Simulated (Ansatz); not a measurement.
Basis-set series for C3H2F4 (`FC1(F)CC1(F)F`). Total charge 0; spin multiplicity 1. Geometry: relaxed with PBE0-D4/def2-TZVP.

```csv
functional,basis,functions,energy (Eh),HOMO (eV),LUMO (eV)
PBE0-D4,def2-SVP,108,-513.94162,-8.53,1.17
PBE0-D4,def2-TZVPP,245,-514.55332,-8.65,0.89
ωB97M-V,def2-SVP,108,-514.30180,-10.85,3.35
ωB97M-V,def2-TZVPP,245,-514.92725,-11.00,2.99
```

**Question.** Give the rows for def2-QZVPP. (Best estimate.)

**Answer.** Computed: 
```
functional       basis  functions  energy (Eh)  HOMO (eV)  LUMO (eV)
   PBE0-D4  def2-QZVPP        459   -514.57939      -8.70       0.76
   ωB97M-V  def2-QZVPP        459   -514.95171     -11.06       2.01
```

Positive LUMOs are unbound and depend on the basis.
